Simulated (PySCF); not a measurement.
The calculation used core-valence-separated Tamm–Dancoff BHandHLYP/aug-pcX-1 (pcseg-1 on H, def2-SVPD on Se) in PySCF, non-relativistic, gas phase, PBE0-D3(BJ)/def2-SVP geometry. The energies are unshifted.

Main lines of an unknown, eV (oscillator strength): C K: 283.4 (0.046), 283.4 (0.072), 285.4 (0.053), 285.5 (0.033), 286.5 (0.014); N K: 396.8 (0.056), 398.3 (0.047), 401.7 (0.007). Listed: the first five lines at most of each edge with a tenth or more of its strongest line's intensity; roots within 0.03 eV on the same or equivalent atoms are summed. Only the lowest roots were sought, and the top ones are left out.

Task: Which candidate gives them?
A. `FCC1=C[Se]N=C1`
B. `CC1=C(F)C=N[Se]1`

Result: B. 

- `Cc1[se]ncc1F`: C K: 283.4 (0.046), 283.4 (0.072), 285.4 (0.053), 285.5 (0.033), 286.5 (0.014); N K: 396.8 (0.056), 398.3 (0.047), 401.7 (0.007). First C line listed at 283.4 eV, hole on the substituted aromatic carbon (1s→π*); first N line listed at 396.8 eV, hole on the pyridine-type nitrogen.
- `FCc1cn[se]c1`: C K: 282.9 (0.061), 283.2 (0.039), 283.4 (0.069), 285.7 (0.014), 285.7 (0.032); N K: 396.8 (0.056), 398.3 (0.048), 401.8 (0.007). First C line listed at 282.9 eV, hole on the aromatic CH carbon (1s→π*); first N line listed at 396.8 eV, hole on the pyridine-type nitrogen.

One conformer each; other structures than these candidates weren't tested.
